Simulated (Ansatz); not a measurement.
Energy profile

The step: Si₂H₄F₂ ([F][SiH]([F])[SiH3]) + HCl → SiHClF₂ ([F][SiH]([F])[Cl]) + SiH₄; bonds formed: Si1–Cl7, Si2–H6; bonds broken: Si1–Si2, H6–Cl7 (atoms numbered as in the saddle structure below).

Si1  (-0.732, 0.952, -0.016)
Si2  (0.498, -1.307, -0.185)
F3  (-1.853, 0.013, -0.697)
F4  (-1.392, 1.244, 1.387)
H5  (-0.580, 2.026, -0.993)
H6  (0.835, 0.375, 0.357)
Cl7  (1.436, 1.819, 0.907)
H8  (1.883, -1.536, 0.291)
H9  (-0.484, -2.090, 0.595)
H10  (0.390, -1.496, -1.647)
(Å)

Electronic energies by CCSD(T) at an estimated basis limit (MP2 extrapolated from triple and quadruple zeta, plus CCSD(T) − MP2 in triple zeta), on PBE0-D4/def2-TZVP structures; Si2H5ClF2, singlet; no counterpoise correction. Ansatz 0.2.0; basis: def2-TZVPP and def2-QZVPP; cores frozen in the correlated methods. Extrapolation: Hartree–Fock as exp(−7.88 √X), correlation as X^−2.97.

(1) Give the profile in kcal/mol, counted from the separated reactants. (To be estimated.)

The T1 diagnostic stays at or below 0.014.

## Answers

(1) Computed:
```
                                                                                                                  point  kcal/mol
separated: Si2H4F2 (linked as [F][SiH]([F])[SiH3]; Si1, Si2, F3, F4, H5, H8, H9, H10; singlet) + HCl (H6, Cl7; singlet)      0.00
                                                                                                        start structure     -3.12
                                                                                                                 saddle     34.85
                                                                                                          end structure    -29.48
 separated: SiHClF2 (linked as [F][SiH]([F])[Cl]; Si1, F3, F4, H5, Cl7; singlet) + SiH4 (Si2, H6, H8, H9, H10; singlet)    -28.27
```

For scale, one of the runs: CCSD(T)/def2-TZVPP, 258 basis functions, launched by `ansatz run in.yaml --threads 8 --pin off --events-out ev --progress --plain --max-ram 19148MiB`. Hardware: 8 CPU threads of a Oxide Virtual Turin-like, shared host. Wall time 59 s; peak host memory 5.7 GiB.
